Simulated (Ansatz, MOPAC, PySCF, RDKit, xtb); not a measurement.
Dimer: H2O (SMILES O) (first 3 atoms) with SO2 (SMILES O=S=O); geometry from B3LYP-D3(BJ)/def2-TZVP, rigid monomers moved along the line of their centres of mass till O1···S5 is 4.87 Å.
(charge 0, multiplicity 1):
```xyz
6

O      0.5057    -0.0902     0.6105
H      0.6067     0.8503     0.4224
H     -0.3627    -0.3346     0.2694
O     -1.6217    -0.5659     5.2962
S     -0.2695    -0.0831     5.4169
O     -0.0697     1.3382     5.5446
```

| level | interaction energy (kJ/mol) | cost |
|---|---|---|
| MMFF94 | -5.1 | - |
| UFF | -0.5 | - |
| GFN-FF | -3.9 | - |
| AM1 | -4.3 | - |
| PM6 | -3.6 | - |
| HF/3-21G (no counterpoise) | -5.1 | - |
| HF/6-31G* (no counterpoise) | -4.5 | - |
| HF/aug-cc-pV(D+d)Z | -3.9 | - |
| PBE/def2-TZVPPD | -3.0 | ×1 |
| PBE-D3(BJ)/def2-TZVPPD | -3.4 | ×1 |
| PBE-D4/def2-TZVPPD | -3.5 | ×1 |
| B3LYP-D4/def2-TZVPPD | -3.6 | ×1 |
| PBE0/def2-TZVPPD | -3.2 | ×1 |
| M06-2X/6-31G* (no counterpoise) | -3.9 | - |
| MP2/aug-cc-pV(T+d)Z | -3.2 | ×3 |
| MP2/CBS(aug-cc-pV(D+d)Z, aug-cc-pV(T+d)Z) | -3.3 | - |
| SCS-MP2/aug-cc-pV(D+d)Z | -3.2 | - |
| SCS-MP2/aug-cc-pV(T+d)Z | -3.2 | - |
| CCSD(T)/aug-cc-pV(D+d)Z | -3.4 | ×6 |
| MP2/CBS(aug-cc-pV(D+d)Z, aug-cc-pV(T+d)Z) + ΔCCSD(T)/aug-cc-pV(D+d)Z | -3.4 | ×8 |

The rows run from -5.1 (HF/3-21G (no counterpoise)) to -0.5 kJ/mol (UFF). The dispersion term adds -0.4 in PBE-D3(BJ), -0.6 in PBE-D4.

Interaction energies are E(AB) − E(A) − E(B) at the monomers' geometry in the complex; basis-set methods are counterpoise corrected. Rows marked so take none. RDKit's UFF carries no charges.

Correlated levels freeze the cores. CBS: X⁻³ extrapolation of the correlation energy, Hartree–Fock from the larger set. Rows in 3-21G, 6-31G* carry no dispersion term and start afresh at each structure (6-31G* with six Cartesian d functions). The state that AM1, PM6 reach isn't checked.

Run with Ansatz (Gaussian basis) for Hartree–Fock, density functionals and correlated methods; MOPAC for AM1, PM6 (differences of heats of formation); PySCF for 3-21G rows, 6-31G* rows, the dispersion terms; RDKit for the force fields; xtb for the GFN methods. Each number belongs to the level named beside it.

Costs are rough ratios of core time to PBE/def2-TZVPPD (about 3.0 s over the structures, on one shared machine); a dash marks a level with no comparable run of its own.

Ansatz is a program for electronic structure.
